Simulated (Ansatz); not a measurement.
Cost and result for the atomization energy of `FC(F)O[SiH3]` (9 atoms, 8 bonds).

```xyz
9

F     1.1998   -0.3705    1.6270
C    -0.0837   -0.5526    1.2373
F    -0.7486    0.5775    1.5939
O    -0.1596   -0.7591   -0.0855
Si    0.0352    0.4016   -1.2780
H    -0.5023   -1.3963    1.7901
H     0.2418   -0.3858   -2.5118
H     1.2076    1.2588   -0.9873
H    -1.1902    1.2264   -1.3858
```

The species carries charge 0 and has multiplicity 1. The geometry is a stationary point of PBE0-D4/def2-TZVP. It is one conformer, not always the lowest. Program: Ansatz. All runs use 4 threads of an Intel Xeon on a shared host. Times are those of one run each, without the atoms' runs, and a repeat can differ threefold. Electronic energies, without spin–orbit coupling; frozen cores. CCSD(T)/CBS adds CCSD(T) − MP2 in def2-TZVPP to the MP2 limit, and its time is that of the two runs behind it. T1 = 0.012.

CCSD(T)/CBS is a level of theory with its own doubt, some kJ/mol a heavy atom from the limit and from the frozen cores, so smaller differences don't rank the functionals.

| level | functions | wall time |
| --- | --- | --- |
| LDA (SPW92)/def2-TZVPP | 222 | 3.1 s |
| revPBE-D4/def2-TZVPP | 222 | 4.2 s |
| PBE-D4/def2-TZVPP (with forces) | 222 | 4.9 s |
| PBE0-D4/def2-TZVPP | 222 | 4.9 s |
| CAM-B3LYP-D4/def2-TZVPP | 222 | 6 s |
| CCSD(T)/def2-SVP | 94 | 7 s |
| r2SCANh-D4/def2-TZVPP | 222 | 7 s |
| PBE-QIDH/def2-TZVPP | 222 | 8.5 s |
| ωB97X-V/def2-TZVPP | 222 | 9 s |
| ωB97M-V/def2-TZVPP (with forces) | 222 | 15 s |
| MP2/def2-QZVPP | 418 | 34 s |
| CCSD(T)/def2-TZVPP | 222 | 110 s |
| CCSD(T)/CBS(def2) | – | 2.5 min |

(1) What atomization energy does each give, and how far from CCSD(T)/CBS? (An estimate is asked.)

Answers

(1) Computed: 
| level | atomization (kJ/mol) | difference from CCSD(T)/CBS | per bond |
| --- | --- | --- | --- |
| LDA (SPW92)/def2-TZVPP | 3814.8 | 541.4 | 67.7 |
| revPBE-D4/def2-TZVPP | 3227.4 | -46.0 | -5.8 |
| PBE-D4/def2-TZVPP (with forces) | 3328.7 | 55.3 | 6.9 |
| PBE0-D4/def2-TZVPP | 3243.7 | -29.7 | -3.7 |
| CAM-B3LYP-D4/def2-TZVPP | 3290.1 | 16.7 | 2.1 |
| CCSD(T)/def2-SVP | 3072.6 | -200.8 | -25.1 |
| r2SCANh-D4/def2-TZVPP | 3244.2 | -29.2 | -3.7 |
| PBE-QIDH/def2-TZVPP | 3227.3 | -46.1 | -5.8 |
| ωB97X-V/def2-TZVPP | 3286.1 | 12.7 | 1.6 |
| ωB97M-V/def2-TZVPP (with forces) | 3278.6 | 5.2 | 0.6 |
| MP2/def2-QZVPP | 3321.7 | 48.3 | 6.0 |
| CCSD(T)/def2-TZVPP | 3182.2 | -91.2 | -11.4 |
| CCSD(T)/CBS(def2) | 3273.4 | 0.0 | 0.0 |

At CCSD(T), def2-SVP lies −200.9 kJ/mol from the extrapolated value and def2-TZVPP −91.3 kJ/mol: correlation converges slowly with the basis, and small sets miss more of it in the bonded molecule than in its fragments. From PBE to PBE0 (25 % exact exchange), in def2-TZVPP and without D4, the atomization energy moves by −82.5 kJ/mol: exact exchange takes away binding that semilocal exchange gives to molecules. In def2-TZVPP, CCSD(T) changes the Hartree–Fock value by +855.0 kJ/mol (the triples alone add +51.7 kJ/mol) and MP2 by +939.9 kJ/mol; breaking electron pairs costs correlation energy, which Hartree–Fock lacks.
